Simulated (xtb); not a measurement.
oxetane-3-carbonitrile (C4H5NO), SMILES C1OCC1C#N. All values are semi-empirical tight-binding results from xtb (GFN2-xTB unless named), good for trends rather than for accurate numbers. The structure is a stationary point at GFN2-xTB.

Optimised geometry:

```xyz
11

N      2.5121    -0.3557     0.0000
C      1.4601     0.0917     0.0000
C      0.1290     0.6264     0.0000
C     -0.8405     0.0157    -1.0314
O     -1.7105    -0.4456     0.0000
C     -0.8405     0.0157     1.0314
H      0.1657     1.7171     0.0000
H     -1.3313     0.7313    -1.6957
H     -0.4260    -0.8111    -1.6165
H     -1.3313     0.7313     1.6957
H     -0.4260    -0.8111     1.6165
```

```
Quantity                                         Result
----------------------------------------  -------------
point group as xtb finds it                          Cs
orbital gap                                     5.16 eV
dipole moment                                    2.75 D
zero-point energy                         52.4 kcal/mol
G − E(el) at 298.15 K (modified RRHO)     34.0 kcal/mol
static polarisability (D4 model)             52.6 bohr³
solvation energy, GFN2-xTB/ALPB(water)    -5.9 kcal/mol
solvation energy, GFN2-xTB/ALPB(benzene)  -6.0 kcal/mol
```

Computed IR lines (harmonic; lines under 4 % of the strongest left out, lines within 3 cm⁻¹ merged):
ν (cm⁻¹): 94 (w), 176 (w), 1020 (m), 1033 (w), 1074 (m), 1125 (w), 1162 (w), 1297 (w), 2407 (vs), 2931 (m), 2956 (m), 2974 (w) (against the strongest line: vs over 80 %, s over 45 %, m over 15 %, w over 4 %, vw less)

Computed atomic charges and the Wiberg bond orders between heavy atoms:
charges (e) N1 -0.22, C2 0.11, C3 -0.02, C4 0.09, O5 -0.32, C6 0.09, H7 0.07, H8 0.05, H9 0.05, H10 0.05, H11 0.05. Bond orders N1–C2 2.85, C2–C3 1.06, C3–C4 0.96, C4–O5 0.98, C3–C6 0.96, O5–C6 0.98.
